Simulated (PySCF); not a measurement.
## [CeF2]2+ at several levels of theory

Computed with PySCF 2.14.0 (density fitting, no spin-orbit coupling) at the geometry relaxed with PBE0:

```xyz
3
[CeF2]2+ (singlet)
Ce    0.0000    0.0000    0.3794
F     1.8656    0.0000    0.3803
F    -1.8656    0.0000    0.3803
```

| level | basis | state | HOMO (eV) | gap (eV) | charge on Ce1 (e) | population of f-type functions on Ce1 (core shells left out) | dipole about the centre of mass (D) | largest force component (eV/Å) |
| --- | --- | --- | --- | --- | --- | --- | --- | --- |
| PBE0 | Ce def2-SVP with ECP28, F def2-SVP | singlet | -24.39 | 6.25 | 1.97 | 1.04 | 0.00 | 0.00 |
| PBE0 | Ce def2-TZVP with ECP28, F def2-TZVP | singlet | -24.31 | 6.23 | 2.05 | 1.04 | 0.00 | 0.10 |

Charges are Mulliken's, which hang on the basis. The relaxation used the grid (50, 194), these runs (75, 302) or, all-electron (x2c bases, spin-free X2C Hamiltonian), (99, 590).

Problem. A further run in the first row's basis gives HOMO (eV) -23.37, gap (eV) 4.24, charge on Ce1 (e) 1.94, population of f-type functions on Ce1 (core shells left out) 1.09, dipole about the centre of mass (D) 0.00, largest force component (eV/Å) 0.56. Which level was it?
A. TPSSh
B. BLYP

Solution. A. The others give HOMO -22.51 eV (BLYP).

In the first row's basis the gap widens with exact exchange: 2.5 eV for BLYP (none); 4.2 to 6.2 eV for TPSSh, PBE0 (a fixed share).

No other spin state of this charge was computed.
